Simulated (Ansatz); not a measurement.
**A ladder of methods for Br2 (bromine)**

Br2 has 2 atoms, charge 0, and is taken as a singlet. As SMILES, `BrBr`. The shape was relaxed beforehand at PBE0/def2-SVP.

```xyz
2

Br    0.9803   -0.3278    0.5023
Br   -0.9803    0.3278   -0.5023
```

Quantity: the atomisation enthalpy at 298 K, in kJ/mol. The values are calculated. The thermal term (zero-point and 298 K enthalpy, harmonic and unscaled) is that of PBE0-D4/def2-TZVP; the spin-orbit lowering of the free atoms at 298 K, 29.4 kJ/mol by their spectra, is taken off.

(1) The value from experiment is 193 kJ/mol (Active Thermochemical Tables). From what is known of these methods, estimate their order from the nearest to it to the farthest.
A. SVWN5/def2-TZVPP (Ansatz)
B. RPA@PBE/def2-TZVPP (Ansatz)
C. r2SCAN/def2-TZVPP (Ansatz)
D. HF/def2-TZVPP (Ansatz)
E. CCSD(T)/def2-TZVPP (Ansatz)

## Answers

(1) C (193 kJ/mol, 0), E (170 kJ/mol, -23), B (128 kJ/mol, -65), A (276 kJ/mol, +83), D (35 kJ/mol, -158).
